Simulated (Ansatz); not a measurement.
Input file for Ansatz (a first-principles code): R-CCSD(T)/def2-SVP on H3NSn (SMILES [NH2][SnH]), a point of a torsion scan. Elements past Kr take the def2 small-core potentials; no spin–orbit coupling. The run froze 10 orbitals, filled d shells among them.

Ansatz 0.2 input:
```yaml
crystal:
  periodic: [false, false, false]
  atoms:
    - {symbol: N, position_ang: [-0.80668482, -0.06782197, -0.28047369]}
    - {symbol: Sn, position_ang: [1.21216583, -0.64548003, -0.17316518]}
    - {symbol: H, position_ang: [-1.49876606, -0.56951488, 0.26319801]}
    - {symbol: H, position_ang: [-0.96063178, 0.91115554, -0.04995507]}
    - {symbol: H, position_ang: [1.12093604, -1.88172968, -1.57180754]}
basis:
  gaussian:
    orbitals: def2-SVP
magnetization: {spin_polarized: false}
correlation: {method: ccsd_t, electrons: outside_noble_gas}
scf: {lower_state_search: off}
```

Problem. Predict the final total energy.

Solution. -269.7479 hartree (reference determinant -269.4650, T1 diagnostic 0.023).
